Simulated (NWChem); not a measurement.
System: C₂Cl₃F; SMILES C(Cl)(=C(Cl)Cl)F

All runs: NWChem. The geometry was optimised at PBE0/def2-SVP. Level: PBE0/def2-SVP with SMD (1 M gas to 1 M solution), gas-phase geometry.

Question: What does the run give for solvent water? Quantities: solvation free energy (kcal/mol); cavity-dispersion-structure term (kcal/mol); dipole in solution (D).

Answer: The solvation free energy (kcal/mol) comes out as 2.5 and the cavity-dispersion-structure term (kcal/mol) comes out as 3.1. The dipole in solution (D) is 0.52.
